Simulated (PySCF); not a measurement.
Isomers of C4H7FO2, mass 106.043 u with the commonest isotopes. Computed with CAM-B3LYP/def2-SVPD in PySCF (dipole) on a GFN2-xTB geometry, gas phase. One conformer each, none proved a minimum here; rigid rotors.

Problem. Order these by dipole moment, smallest first.
A. `[CH3:1][O:2][C@@H:3]1[CH2:4][C@@H:5]([F:6])[O:7]1` with C1–O2–C3–C4 173°
B. `[CH3:1][C@@H:2]1[O:3][CH2:4][C@@H:5]([F:6])[O:7]1` with C1–C2–O3–C4 -154°, C2–O3–C4–C5 20°, O3–C4–C5–F6 -117°, C4–C5–O7–C2 -22°
C. `[CH2:1]=[CH:2][O:3][CH2:4][O:5][CH2:6][F:7]` with C1–C2–O3–C4 -172°, C2–O3–C4–O5 68°, O3–C4–O5–C6 68°, C4–O5–C6–F7 73°
D. `[CH3:1][O:2][C@@H:3]([CH:4]=[O:5])[CH2:6][F:7]` with C1–O2–C3–C4 165°, O2–C3–C4–O5 161°, O2–C3–C6–F7 87°
E. `[CH3:1][C@@H:2]1[O:3][CH2:4][C@H:5]([F:6])[O:7]1` with C1–C2–O3–C4 -90°, C2–O3–C4–C5 -19°, O3–C4–C5–F6 117°, C4–C5–O7–C2 22°

Solution. E (0.90 D), B (1.17 D), C (1.39 D), A (2.06 D), D (2.18 D).

Problem. Order these by rotational constant B, largest first.
A. `[CH2:1]=[CH:2][O:3][CH2:4][O:5][CH2:6][F:7]` with C1–C2–O3–C4 -172°, C2–O3–C4–O5 68°, O3–C4–O5–C6 68°, C4–O5–C6–F7 73°
B. `[CH3:1][C@@H:2]1[O:3][CH2:4][C@H:5]([F:6])[O:7]1` with C1–C2–O3–C4 -90°, C2–O3–C4–C5 -19°, O3–C4–C5–F6 117°, C4–C5–O7–C2 22°
C. `[CH3:1][O:2][C@@H:3]1[CH2:4][C@@H:5]([F:6])[O:7]1` with C1–O2–C3–C4 173°
D. `[CH3:1][O:2][C@@H:3]([CH:4]=[O:5])[CH2:6][F:7]` with C1–O2–C3–C4 165°, O2–C3–C4–O5 161°, O2–C3–C6–F7 87°
E. `[CH3:1][C@@H:2]1[O:3][CH2:4][C@@H:5]([F:6])[O:7]1` with C1–C2–O3–C4 -154°, C2–O3–C4–C5 20°, O3–C4–C5–F6 -117°, C4–C5–O7–C2 -22°

Solution. B (2713 MHz), E (2182 MHz), D (2072 MHz), C (1581 MHz), A (1259 MHz).

Problem. Order these by rotational constant C, smallest first.
A. `[CH3:1][O:2][C@@H:3]([CH:4]=[O:5])[CH2:6][F:7]` with C1–O2–C3–C4 165°, O2–C3–C4–O5 161°, O2–C3–C6–F7 87°
B. `[CH2:1]=[CH:2][O:3][CH2:4][O:5][CH2:6][F:7]` with C1–C2–O3–C4 -172°, C2–O3–C4–O5 68°, O3–C4–O5–C6 68°, C4–O5–C6–F7 73°
C. `[CH3:1][C@@H:2]1[O:3][CH2:4][C@H:5]([F:6])[O:7]1` with C1–C2–O3–C4 -90°, C2–O3–C4–C5 -19°, O3–C4–C5–F6 117°, C4–C5–O7–C2 22°
D. `[CH3:1][C@@H:2]1[O:3][CH2:4][C@@H:5]([F:6])[O:7]1` with C1–C2–O3–C4 -154°, C2–O3–C4–C5 20°, O3–C4–C5–F6 -117°, C4–C5–O7–C2 -22°
E. `[CH3:1][O:2][C@@H:3]1[CH2:4][C@@H:5]([F:6])[O:7]1` with C1–O2–C3–C4 173°

Solution. B (1212 MHz), A (1356 MHz), E (1428 MHz), D (1757 MHz), C (2210 MHz).

```csv
SMILES,point group,Ia (u·Å²),Ib (u·Å²),Ic (u·Å²),κ,μa (D),μb (D),μc (D)
C=COCOCF,C1,71.96,401.56,416.94,-0.98,1.19,0.08,0.72
C[C@@H]1OC[C@@H](F)O1,C1,94.88,231.57,287.58,-0.76,0.56,0.89,0.51
C[C@@H]1OC[C@H](F)O1,C1,128.15,186.28,228.66,-0.42,0.30,0.83,0.17
CO[C@@H](C=O)CF,C1,150.13,243.87,372.69,-0.29,1.70,1.36,0.11
CO[C@@H]1C[C@@H](F)O1,C1,63.26,319.74,353.89,-0.95,1.67,1.20,0.06
```
